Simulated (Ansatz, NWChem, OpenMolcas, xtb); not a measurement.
# How methods differ on GeH4 (germane)

GeH4: 5 atoms, total charge 0, spin state singlet. SMILES: `[GeH4]`. Geometry: relaxed at PBE0-D4/def2-TZVP.

Each level gives the HOMO–LUMO gap (eV). The values are calculated.

```csv
level,kind,program,value (eV)
GFN2-xTB,semi-empirical,xtb,8.32
GFN1-xTB,semi-empirical,xtb,6.07
HF/def2-TZVP,Hartree–Fock,Ansatz,16.97
SVWN5/def2-TZVP,LDA,NWChem,8.39
BLYP/def2-TZVP,GGA,OpenMolcas,8.39
TPSS/def2-TZVP,meta-GGA,NWChem,9.03
M06-2X/def2-TZVP,hybrid meta-GGA,NWChem,12.97
wB97M-V/def2-TZVP,range-separated hybrid,Ansatz,14.70
B2PLYP/def2-TZVP,double hybrid,NWChem,12.97
```

All-electron rows without a relativistic Hamiltonian named are non-relativistic. The values span 6.07 to 16.97 eV. Orbital gaps aren't excitation energies, and those of double hybrids come from the SCF part alone; they tend to grow with the share of exact exchange.
